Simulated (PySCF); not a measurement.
**Atomic charges by several schemes**

Compound: BH2(NCO), CH2BNO.
Geometry (PBE0-D3(BJ)/def2-SVP, Å), atoms numbered from 1 in this order:
```
atom  x, y, z in Å
B1     0.5448    0.9549   -0.0032
H2     1.7509    0.9284    0.0564
H3    -0.0639    1.9971   -0.0443
N4    -0.1674   -0.2559   -0.0200
C5    -0.7475   -1.3036   -0.0020
O6    -1.3170   -2.3209    0.0131
```

Density: PBE0/pcSseg-1 (PySCF); schemes: Mulliken, IAO, Hirshfeld and ESP-fitted. Geometry: PBE0-D3(BJ)/def2-SVP; no solvent, vibrations or thermal averaging.

**Question.** What partial charge does each atom carry?

**Answer.** In e:

```
atom                 environment  Mulliken     IAO  Hirshfeld  ESP-fitted
  B1   boron bonded to N and 2 H    +0.233  +0.104     +0.181      +0.441
  H2              hydrogen on B1    -0.020  +0.010     -0.052      -0.126
  H3              hydrogen on B1    -0.020  +0.011     -0.052      -0.126
  N4  nitrogen bonded to B and C    -0.537  -0.332     -0.168      -0.447
  C5    carbon bonded to N and O    +0.664  +0.549     +0.268      +0.622
  O6          oxygen bonded to C    -0.319  -0.342     -0.177      -0.364
```

Mean size of the charges over all atoms: ESP-fitted 0.354 e, Mulliken 0.299 e, IAO 0.225 e, Hirshfeld 0.150 e. Each set sums to the total charge, 0, to within 0.001 e. The Hirshfeld scheme weights the molecular density at each point by an atom's share of the summed free-atom densities. The ESP scheme is a least-squares fit of atom-centred charges to the potential on four shells outside the van der Waals surface, with the total charge fixed.

Lowest charge. The schemes don't all agree: Mulliken N4 (-0.537); IAO O6 (-0.342); Hirshfeld O6 (-0.177); ESP-fitted N4 (-0.447).

Highest charge. All schemes agree: Mulliken C5 (+0.664); IAO C5 (+0.549); Hirshfeld C5 (+0.268); ESP-fitted C5 (+0.622).

**Question.** How many electrons does the Mulliken scheme count on N4?

**Answer.** Z − q = 7 − (-0.537) = 7.537.

**Question.** Sum the charges by element, for elements with more than one atom.

**Answer.** 
```
element  atoms  Mulliken     IAO  Hirshfeld  ESP-fitted
      H      2    -0.040  +0.021     -0.105      -0.252
```

The run behind these numbers computed NMR shieldings as well. Time: 3.1 s. Hardware: one thread of an Arm Neoverse V2, no GPU, shared host.
